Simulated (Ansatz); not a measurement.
SnF2, relaxed as a singlet with RKS PBE0-D4/def2-TZVP in Ansatz, starting from the GFN2-xTB geometry. Force threshold 0.02 eV/Å.

In the def2 sets Sn takes a core potential; there is no spin–orbit coupling.

Start:

Cartesian coordinates in Å:
```
Sn 0.071 0.754 -0.419
F -0.369 -1.124 -1.190
F 0.298 0.370 1.609
```

Q: Estimate the energy that the relaxation releases and the steps that it takes.

A: 36.3 kJ/mol, in 4 steps; 3 s on 4 threads of AMD EPYC 7R43 on a shared host. No frequencies were taken in this run, so the end may be a saddle point.

Q: Does the start keep its bonding and symmetry?

A: By distances, no bond broke or formed. The bond that changes most is Sn1–F2, from 2.08 to 1.93 Å (atoms count from 1). Point group C2v at the start, C2v at the end, both within 0.05 Å.

Q: Predict the relaxed structure.

A: 
```xyz
3

Sn    0.071    0.752   -0.418
F    -0.330   -1.036   -1.029
F     0.260    0.284    1.447
```
Bond lengths: 2 × F–Sn 1.93 Å.
